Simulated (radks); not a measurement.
Species: the thulium ion Tm13+. Configuration: [Kr] 4d10 4f9 5s1.

Calculated with a radial shooting solver on a logarithmic mesh with Libxc functionals: Dirac Kohn-Sham, PBE, spin-unpolarised, spherical densities, point nucleus; open shells are shared between the two j in proportion to 2j + 1.

Energy parts (eV):
total: -368099.91
kinetic: 407814.98
electron-nucleus: -897436.06
Hartree: 129066.76
exchange-correlation: -7545.59

Orbitals (lengths in bohr, moments of r in powers of bohr; <r^-3> diverges for s and p1/2; r(90%) holds 90 % of the orbital's charge):
orbital,occ.,eigenvalue (eV),r(90%),<r^-3>,<r^4>
1s1/2,2,-59490.78,0.0363,-,8.075e-07
2s1/2,2,-10254.29,0.131,-,0.0001243
2p1/2,2,-9785.856,0.116,-,0.00007587
2p3/2,4,-8805.425,0.126,12820,0.0001046
3s1/2,2,-2512.287,0.324,-,0.004685
3p1/2,2,-2306.343,0.316,-,0.004192
3p3/2,4,-2099.208,0.335,2816,0.005323
3d3/2,4,-1748.246,0.307,480.6,0.003716
3d5/2,6,-1702.981,0.313,418.3,0.003999
4s1/2,2,-704.3788,0.708,-,0.1094
4p1/2,2,-621.1685,0.727,-,0.1205
4p3/2,4,-573.2810,0.770,653.3,0.1511
4d3/2,4,-435.8128,0.820,97.80,0.1915
4d5/2,6,-426.8512,0.834,83.88,0.2049
5s1/2,1,-274.7938,1.47,-,2.028
4f5/2,3.85714,-256.4884,0.974,15.73,0.3760
4f7/2,5.14286,-254.8398,0.982,15.19,0.3875
5p1/2,0,-245.6569,1.55,-,2.518
5p3/2,0,-234.5038,1.62,155.0,2.996
6s1/2,0,-149.2271,2.53,-,18.59

The highest occupied level is 4f7/2 at -254.84 eV. For comparison, the ionisation energy in NIST's Atomic Spectra Database is 295 eV (theoretical). In exact Kohn-Sham theory the highest level is minus the ionisation energy, but local and semilocal functionals leave it too shallow, through self-interaction and a potential that decays too fast; potentials with the right tail come closer. Summed over all electrons, <r^2> = 12.21 bohr^2, which gives a Langevin (diamagnetic) susceptibility term of -9.67 x 10^-6 cm^3/mol.

Beside tabulated values, note that spin-unpolarised runs miss the spin-polarisation part of the exchange energy of open shells.
